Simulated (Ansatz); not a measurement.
cis-[FeF2(H2O)4]+ (FeO4F2H8⁺). The state is a quartet with charge 1. Geometry PBE-D4/def2-SVP; atoms count from 1.

```xyz
15

Fe    0.041   -0.390   -0.043
F     0.460   -1.516   -1.295
O    -0.543    1.075    1.267
H     0.146    1.728    1.510
H    -0.786    0.602    2.093
F    -0.604   -1.482    1.194
O     0.640    1.130   -1.217
H    -0.162    1.325   -1.756
H     1.332    0.869   -1.861
O    -1.849    0.036   -1.191
H    -2.668    0.265   -0.706
H    -2.077   -0.760   -1.714
O     1.836   -0.613    1.197
H     2.699   -0.871    0.815
H     1.535   -1.397    1.707
```

The name describes the sextet; other states may take another shape. At PBE0-D4/def2-TZVP a sextet of charge 1 lies 1.09 eV below the quartet, each at its own geometry.

(1) Estimate the Mulliken populations from the PBE0/def2-TZVP orbitals of Ansatz.

(2) Where does the spin sit?

(3) And the Mayer bond orders between heavy atoms (over 0.3)?

## Answers

(1) 
| atom | charge (e) | spin (α − β) | d electrons |
| --- | --- | --- | --- |
| Fe1 | 0.88 | 2.88 | 6.22 |
| F2 | -0.39 | 0.12 | – |
| O3 | -0.53 | -0.01 | – |
| H4 | 0.40 | 0.00 | – |
| H5 | 0.40 | 0.00 | – |
| F6 | -0.42 | -0.03 | – |
| O7 | -0.50 | -0.03 | – |
| H8 | 0.40 | 0.00 | – |
| H9 | 0.40 | 0.00 | – |
| O10 | -0.62 | 0.03 | – |
| H11 | 0.38 | 0.00 | – |
| H12 | 0.40 | 0.00 | – |
| O13 | -0.57 | 0.04 | – |
| H14 | 0.38 | 0.00 | – |
| H15 | 0.39 | 0.00 | – |
Mulliken values depend strongly on the basis.

(2) Summed by element: Fe 2.88, F 0.08, O 0.03, H 0.01, of 3 unpaired in all. Largest on single atoms: Fe1 2.88, F2 0.12, O13 0.04.

(3) Fe1–F2 0.96 (1.74 Å); Fe1–O3 0.43 (2.05 Å); Fe1–F6 0.85 (1.77 Å); Fe1–O7 0.47 (2.01 Å); Fe1–O13 0.32 (2.19 Å).
